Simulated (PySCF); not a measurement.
Parent: `[CH3:1][S:2][GeH3:3]`, CH6GeS.

Level of theory: PBE0-D3(BJ)/def2-SVP geometry optimisation, gas phase in PySCF 2.14.0. One conformer each, not checked by frequencies here.

```csv
coordinate of the parent,value
C1–S2,1.820 Å
S2–Ge3,2.220 Å
C1–S2–Ge3,99.5°
```

Task: How does the shared frame change in `[CH3:1][O:2][GeH2:3][S:4][CH3:5]` with C1–O2–Ge3–S4 -59°, O2–Ge3–S4–C5 -60°, C2H8GeOS? Atoms pair as C1 = C5, S2 = S4, Ge3 = Ge3 (parent first).

Result: 
| parent | relative | value in the relative | change |
| --- | --- | --- | --- |
| C1–S2 | C5–S4 | 1.823 Å | +0.003 |
| S2–Ge3 | S4–Ge3 | 2.213 Å | -0.007 |
| C1–S2–Ge3 | C5–S4–Ge3 | 98.8° | -0.7 |

Of the parent's bonds, S2–Ge3 changes most (-0.007 Å). Bonds of the relative outside the shared frame: C1–O2 1.402, O2–Ge3 1.781 Å. Point group Cs → C1.
